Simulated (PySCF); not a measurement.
# How the method changes the shape and vibrations of ClH2OSi anion

These are calculations, not measurements. They come from PySCF 2.14.0, an open-source quantum chemistry program, on an isolated molecule that a program drew, which may never have been made. The molecule is ClH2OSi anion (charge -1, singlet), drawn as the SMILES string `O[SiH-]Cl`.

The geometry was optimised and harmonic frequencies were computed with HF and MP2, all in the aug-cc-pV(D+d)Z basis, for the commonest isotopes, with a restricted reference for singlets and an unrestricted one otherwise, and a frozen core in MP2. Each result is a local minimum of its method.

Geometry at the HF minimum:
```xyz
5
ClH2OSi anion, angstrom
O    -1.6125    0.7009   -2.1537
Si   -0.1005    0.0206   -2.6130
Cl   -0.3890    0.1499   -4.9354
H    -2.3554    0.3165   -2.5879
H    -0.5064   -1.4652   -2.6245
```

Lengths of the bonds as drawn, in Å (atoms numbered as above):
| bond | HF | MP2 |
|---|---|---|
| O1-Si2 | 1.720 | 1.765 |
| Si2-Cl3 | 2.344 | 2.320 |
| O1-H4 | 0.942 | 0.968 |
| Si2-H5 | 1.540 | 1.547 |

Rotational constants, in GHz:
| constant | HF | MP2 |
|---|---|---|
| A | 16.63 | 16.27 |
| B | 3.812 | 3.806 |
| C | 3.206 | 3.192 |

Harmonic frequencies in cm^-1, each column in rising order, so a row needn't be the same motion in every method:
```
rank    HF   MP2
   1   200   178
   2   297   319
   3   389   371
   4   747   672
   5   788   745
   6   844   785
   7  1017     ?
   8  1939  1898
   9  4176  3815
```

**Estimate the missing MP2 frequency from the HF column.**

A single factor s that minimises the squared misfit of MP2 against s times HF over the other rows is sum(HF x MP2) / sum(HF^2) = 0.9259, with an rms misfit of 45 cm^-1. For rank 7 it gives 0.9259 x 1017 = 942 cm^-1. The calculation gives 956 cm^-1, 14 cm^-1 above the estimate. The drawn bonds are on average 1.2 % longer in MP2 than in HF.
